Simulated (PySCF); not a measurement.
Os³⁺: ionisation energy

Os³⁺ [Xe] 4f14 5d5 [5d3/2^4 5d5/2^1, M_J = 5/2] → Os⁴⁺ [Xe] 4f14 5d4 [5d3/2^4, M_J = 0], as a difference of total energies. All numbers are calculated (PySCF 2.14, the two-component X2C-1e Hamiltonian, in x2c-SVPall-2c (7s9p9d2f, 93 functions)). "Screened" scales the spin-orbit matrix elements by Boettger's factors to mimic the two-electron term; Breit and QED terms are absent.

```csv
method,ionisation energy (eV)
GHF (spin-free),42.352
GHF (screened spin-orbit),41.467
```

The spin-free rows relax to the high-spin LS determinant and lack the spin-orbit shift.

Errors of the correlated levels include the incompleteness of this basis and the frozen core.

The labels give the starting determinants; with spin-orbit coupling the two ends relaxed to ⟨J²⟩ = 8.75, ⟨L²⟩ = 0.31, ⟨S²⟩ = 8.40 and ⟨J²⟩ = 2.09, ⟨L²⟩ = 5.10, ⟨S²⟩ = 5.10.

The determinant of Os⁴⁺ mixes levels of different J (the jj label is only the starting occupation), so the difference between spin-free and spin-orbit rows is not the physical spin-orbit shift.

For comparison: 41 ± 1.7 eV (theoretical estimate listed by NIST; NIST Atomic Spectra Database, ionization energies).
